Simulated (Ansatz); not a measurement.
`CO[SiH2][SiH3]` + `B[SeH]` → `B[Se][SiH2][SiH3]` + CH₃OH at 500 K and 1 bar (ligand exchange at the Si–O bond).

Computed with Ansatz on PBE0-D4/def2-TZVP structures; ΔE is electronic, products minus reactants. CBS: MP2 limit from def2 TZ/QZ plus the TZ coupled-cluster correction, frozen cores. This one scheme is used for every species. For Se outer-core shells are correlated without core-valence functions, which leaves a few kJ/mol of doubt a bond. Scalar relativity is left out up to krypton. One conformer a species, not always the lowest.

```csv
species,CCSD(T)/CBS energy (Eh),H − E (kJ/mol),S (J/(mol·K))
`CO[SiH2][SiH3]`,-696.20864,271.2,431.8
`B[SeH]`,-2427.30556,99.1,288.4
`B[Se][SiH2][SiH3]`,-3007.88916,221.6,454.1
CH₃OH,-115.61712,157.0,265.4
```

H − E and S are ideal-gas, rigid-rotor, harmonic terms from PBE0-D4/def2-TZVP, for one conformer and one mirror image of each species. 1 Eh = 2625.50 kJ/mol, R = 8.31446 J/(mol·K).

By hand: ΔE, ΔH, ΔS and ΔG.

ΔE = (-3007.88916) + (-115.61712) − (-696.20864) − (-2427.30556) = 0.00792 Eh = 20.8 kJ/mol. Δ(H − E) = 221.6 + 157.0 − 271.2 − 99.1 = 8.3, so ΔH = 29.1 kJ/mol. ΔS = 454.1 + 265.4 − 431.8 − 288.4 = -0.7 J/(mol·K). ΔG = 29.1 − 500 × (-0.7)/1000 = 29.5 kJ/mol.

By hand: the equilibrium constant, and the temperature at which ΔG would vanish if ΔH and ΔS stayed fixed.

log₁₀ K = −ΔG/(RT ln 10) = -3.1. ΔH and −TΔS have one sign here, so there is no such temperature.

The number of gas molecules stays the same, so ΔS is small and ΔH decides. A doubt of 5 kJ/mol in ΔE shifts log₁₀ K by 0.5 here. Other conformers and mirror images would add mixing entropy, several J/(mol·K) or more a flexible species. Modes under 60 cm⁻¹, often nearly free rotors, make the harmonic entropy too high. These are equilibria of isolated gas molecules and say nothing of rates. Largest T1 diagnostic: 0.014 (customary marks: 0.02 for closed shells, 0.045 for open ones).

ΔS is within the doubt of such terms, so its sign, and with it that verdict, could turn.
